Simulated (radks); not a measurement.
Species: Re4+. Configuration: [Xe] 4f14 5d3 (the NIST ground configuration). Calculated with a radial shooting solver on a logarithmic mesh with Libxc functionals: scalar-relativistic Kohn-Sham, Slater X-alpha with alpha = 0.978, spin-polarised, spherical densities, finite nucleus; open shells are filled with parallel spins first (spin-orbit coupling, left out, can overturn this in heavy ions); Fermi nuclear charge, rms radius 5.3698 fm.

Unscreened Slater integrals over Kohn-Sham orbitals (eV). They are taken over the spin-up orbitals.

\begin{tabular}{lr}
integral & value \\ \hline
F0(5d,5d) & 16.138 \\
F2(5d,5d) & 8.6043 \\
F4(5d,5d) & 5.7713 \\
F0(5d,5p) & 18.031 \\
F2(5d,5p) & 9.1478 \\
G1(5d,5p) & 11.048 \\
G3(5d,5p) & 6.8892 \\
F0(5d,4f) & 20.509 \\
F2(5d,4f) & 5.0519 \\
F4(5d,4f) & 2.4075 \\
G1(5d,4f) & 1.8185 \\
G3(5d,4f) & 1.6633 \\
G5(5d,4f) & 1.3174 \\
F0(5d,5s) & 18.757 \\
G2(5d,5s) & 7.3225 \\
F0(5p,5p) & 21.046 \\
F2(5p,5p) & 11.409 \\
F0(5p,4f) & 25.750 \\
F2(5p,4f) & 8.1719 \\
G2(5p,4f) & 3.3753 \\
G4(5p,4f) & 2.7863 \\
F0(5p,5s) & 22.366 \\
G1(5p,5s) & 15.010 \\
F0(4f,4f) & 44.382 \\
F2(4f,4f) & 21.705 \\
F4(4f,4f) & 13.747 \\
F6(4f,4f) & 9.9273 \\
F0(4f,5s) & 28.732 \\
G3(4f,5s) & 4.2434 \\
F0(5s,5s) & 24.064 \\
\end{tabular}

Derived for the open shells (J is the average intra-shell exchange parameter used in DFT+U). 5d: Racah B = F2/49 - 5 F4/441 = 0.1102 eV, C = 35 F4/441 = 0.4580 eV, C/B = 4.16, F4/F2 = 0.671, J = (F2 + F4)/14 = 1.027 eV.
